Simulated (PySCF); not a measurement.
Species: C5H12SSi.
SMILES with atom numbers: `[CH3:1][S:2][SiH2:3][CH:4]1[CH2:5][CH2:6][CH2:7]1` (hydrogens: H8, H9, H10 on C1; H11, H12 on Si3; H13 on C4; H14, H15 on C5; H16, H17 on C6; H18, H19 on C7)

Structure used (GFN2-xTB), in Å, numbered top down from 1:
```xyz
19
C5H12SSi angstrom
C      3.784    0.426    0.374
S      2.254    1.128   -0.313
Si     0.913   -0.481    0.147
C     -0.785   -0.037   -0.540
C     -1.602    1.037    0.209
C     -2.800    0.079    0.257
C     -1.908   -1.055   -0.266
H      3.651    0.225    1.432
H      4.035   -0.487   -0.156
H      4.563    1.167    0.230
H      0.888   -0.635    1.604
H      1.452   -1.700   -0.461
H     -0.724    0.199   -1.603
H     -1.208    1.279    1.195
H     -1.759    1.966   -0.336
H     -3.593    0.353   -0.436
H     -3.236   -0.082    1.241
H     -1.652   -1.783    0.501
H     -2.282   -1.590   -1.137
```

PySCF, density fitting, gas phase, GFN2-xTB geometry. The standard run uses grid level 2 after a coarse-grid start, the def2-universal JK fitting basis (with tight functions added where the orbital basis needs them), an energy threshold of 1e-9 Eh and DIIS. The changed runs have no coarse-grid stage.

Q: Standard PBE0/def2-SVPD: E = -884.593438 Eh, HOMO -6.638 eV, LUMO 0.158 eV, dipole 1.137 D, 12 cycles (coarse-grid cycles included). What changes at PBE0/def2-SVPD with: start guess atom?

A: E = -884.593438 Eh (0.000 mEh), HOMO -6.638 eV (0.000), LUMO 0.158 eV (0.000), dipole 1.137 D (0.000), 10 SCF cycles. The result matches the standard run within 0.02 mEh and 0.003 eV; such settings steer the iterations and don't enter the energy expression.

The cycles:
```
cycle   1  E = -884.2621686716  dE =  2.011e+00  |g| = 1.113e+00  |ddm| = 7.048e+00
cycle   2  E = -884.0081445553  dE =  2.540e-01  |g| = 1.463e+00  |ddm| = 4.077e+00
cycle   3  E = -884.5889632694  dE = -5.808e-01  |g| = 1.287e-01  |ddm| = 2.590e+00
cycle   4  E = -884.5926469746  dE = -3.684e-03  |g| = 5.351e-02  |ddm| = 4.750e-01
cycle   5  E = -884.5933616259  dE = -7.147e-04  |g| = 1.613e-02  |ddm| = 1.066e-01
cycle   6  E = -884.5934333456  dE = -7.172e-05  |g| = 3.852e-03  |ddm| = 4.211e-02
cycle   7  E = -884.5934381249  dE = -4.779e-06  |g| = 6.556e-04  |ddm| = 1.097e-02
cycle   8  E = -884.5934382402  dE = -1.153e-07  |g| = 2.178e-04  |ddm| = 1.781e-03
cycle   9  E = -884.5934382524  dE = -1.216e-08  |g| = 4.658e-05  |ddm| = 4.952e-04
cycle  10  E = -884.5934382530  dE = -6.248e-10  |g| = 1.087e-05  |ddm| = 1.240e-04
```
